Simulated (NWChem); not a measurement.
Species: BeClF; SMILES [F][Be][Cl]

Computed with NWChem. Pople sets run with spherical d functions. The geometry was optimised at B3LYP/6-31G* (spherical d). Level: PBE0/6-31+G*; rows give the wavelength of the field.

| field | isotropic polarisability (bohr³) | anisotropy (bohr³) |
|---|---|---|
| static | 21.6 | 14.9 |
| 1065 nm | 21.8 | 15.0 |
| 589 nm | 22.2 | 15.3 |
| 400 nm | 23.0 | 15.8 |
